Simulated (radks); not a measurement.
Values are calculated unless marked as measured or tabulated.
Task: The strontium ion Sr4+, configuration [Ar] 3d10 4s2 4p4. Code: a radial shooting solver on a logarithmic mesh with Libxc functionals. Model: scalar-relativistic Kohn-Sham, PBE, spin-unpolarised, spherical densities, finite nucleus; Fermi nuclear charge, rms radius 4.224 fm. Some entries of the table are withheld. Estimate them.

| orbital | occ. | eigenvalue (eV) | <1/r> (bohr^-1) | r(max) (bohr) |
|---|---|---|---|---|
| 1s | 2 | -15986.20 | 38.99 | 0.02553 |
| 2s | 2 | -2206.421 | 8.704 | 0.1451 |
| 2p | 6 | (1) | 8.497 | (2) |
| 3s | 2 | -381.5063 | 2.920 | 0.4357 |
| 3p | 6 | -303.8683 | 2.765 | (3) |
| 3d | 10 | -175.6799 | 2.513 | 0.3763 |
| 4s | 2 | -84.1337 | 1.036 | 1.168 |
| 4p | 4 | -64.6200 | 0.9196 | (4) |

Result: 
(1) 2p eigenvalue (eV): -1966.016
(2) 2p r(max) (bohr): 0.1160
(3) 3p r(max) (bohr): 0.4306
(4) 4p r(max) (bohr): 1.278
